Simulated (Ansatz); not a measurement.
Gas-phase electronic energies from Ansatz, PBE0-D4/def2-TZVP geometries. CCSD(T)/CBS adds triple-zeta CCSD(T) − MP2 to the extrapolated MP2 energy (def2 sets, frozen cores). This one scheme is used for every species. Functionals use def2-TZVPP. HSE06 is defined as in plane-wave codes. Each species was taken in one conformer, which may not be the lowest.

`OB(Cl)O[SiH3]` + HCl → `[SiH3]OB(Cl)Cl` + H₂O  (ligand exchange at a B–O bond)

CCSD(T)/CBS gives +11.0 kcal/mol.

Q: Another level gave +11.5 kcal/mol. Which?
A. HF/def2-TZVPP
B. BHLYP/def2-TZVPP
C. HSE06/def2-TZVPP
D. BLYP/def2-TZVPP

A: C. HSE06 11.5, HF/def2-TZVPP 15.6, BLYP 12.6, BHLYP 14.1 kcal/mol.

Largest T1 diagnostic among the species: 0.012.

In def2-TZVPP, CCSD(T) changes the Hartree–Fock value by −3.5 kcal/mol (the triples alone add −0.8 kcal/mol) and MP2 by −5.0 kcal/mol. From BLYP to BHLYP (50 % exact exchange), in def2-TZVPP and without D4, ΔE moves by +1.6 kcal/mol. The D4 term adds −1.1 kcal/mol with B3LYP and −0.6 kcal/mol with PBE0; it sums over pairs of atoms, weighted by their polarisabilities, and B3LYP, whose exchange is more repulsive, gets the larger term.

B3LYP here is the variant with VWN-RPA as its local correlation; programs differ in this.
